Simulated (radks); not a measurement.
The numbers below are computed, except where a source is named.
Spherical jellium clusters: N electrons in a uniform positive sphere of charge N and radius rs N^(1/3), rs = 4.34 bohr. Level of theory: non-relativistic Kohn-Sham, LDA (Slater exchange, Perdew-Wang correlation), spin-polarised, spherical densities (a radial shooting solver with Libxc functionals). Levels are named by radial order and angular momentum (1s, 1p, 1d, 2s, ...), and open shells are averaged over m.

N = 15, configuration 1s2 1p6 1d(up 5, down 2). This is the lowest configuration that the search found. Occupied and some empty levels:

level    occupation  eigenvalue (eV)  <r> (bohr)
1s up             1          -4.6080       6.691
1s down           1          -4.4190       6.494
1p up             3          -3.8215       7.972
1p down           3          -3.5852       7.944
1d up             5          -2.8416       8.919
1d down           2          -2.5988       8.982
2s up             0          -2.4002       7.571
2s down           0          -2.2862       7.713
1f up             0          -1.7188       9.825
1f down           0          -1.4927       9.972
2p up             0          -1.2219       9.758
2p down           0          -1.1058       9.938

Energy (eV): total -27.1783, kinetic 22.961, external -677.43, Hartree 335.00, exchange-correlation -50.921, background 343.21.

Electron density:

r (bohr)  n(r) (e/bohr^3)
0.343            0.001476
1.21             0.001583
2.07             0.001807
2.93             0.002141
3.79             0.002554
4.66             0.002994
5.52             0.003371
6.38             0.003576
7.24             0.003502
8.10             0.003100
8.97             0.002428
9.83             0.001659
10.7            0.0009866
11.6            0.0005243
12.4            0.0002554
13.3            0.0001187
14.1           0.00005308
15.0           0.00002311
15.9            9.859e-06
16.7            4.115e-06
